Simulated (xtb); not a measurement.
Job for xtb: GFN1-xTB on TiS, 2S+1 = 3, a spin state set in the input, which need not be the lowest, a point of a bond scan (R = 2.076 Å).

```
$ xtb mol.xyz --gfn 1 --sp --chrg 0 --uhf 2
2

Ti     0.00000000     0.00000000     0.00000000
S      0.00000000     0.00000000     2.07600900
```

The head of its log:

```
[...]
           -------------------------------------------------
          |                Calculation Setup                |
           -------------------------------------------------



           -------------------------------------------------
          |                 G F N 1 - x T B                 |
           -------------------------------------------------

        Reference                      10.1021/acs.jctc.7b00118
      * Hamiltonian:
        H0-scaling (s, p, d)           1.850000    2.250000    2.000000
        zeta-weighting                 0.000000
      * Dispersion:
        s8                             2.400000
        a1                             0.630000
        a2                             5.000000
        s9                             0.000000
      * Repulsion:
        kExp                           1.500000
        rExp                           1.000000
      * Coulomb:
        alpha                          2.000000
        third order                    atomic
        anisotropic                    false
      * Halogen bond correction:
        rad-scale                      1.300000
        damping                        0.440000


          ...................................................
          :                      SETUP                      :
          :.................................................:
          :  # basis functions                  20          :
          :  # atomic orbitals                  18          :
          :  # shells                            6          :
          :  # electrons                        10          :
          :  # halogen bonds                     0          :
          :  max. iterations                   250          :
          :  Hamiltonian                  GFN1-xTB          :
          :  restarted?                      false          :
          :  GBSA solvation                  false          :
          :  PC potential                    false          :
          :  electronic temp.          300.0000000     K    :
          :  accuracy                    1.0000000          :
          :  -> integral cutoff          0.2500000E+02      :
          :  -> integral neglect         0.1000000E-07      :
          :  -> SCF convergence          0.1000000E-05 Eh   :
          :  -> wf. convergence          0.2000000E-04 e    :
          :  Broyden damping             0.4000000          :
          :  net charge                          0          :
          :  unpaired electrons                  2          :
          ...................................................

 iter      E             dE          RMSdq      gap      omega  full diag
   1     -0.2076153 -0.207615E+00  0.350E+01    0.00       0.0  T
   2     -0.4087054 -0.201090E+00  0.360E+01    0.04       1.0  T
```

Task: Give the final energy of this run.

Result: -4.8914 hartree.
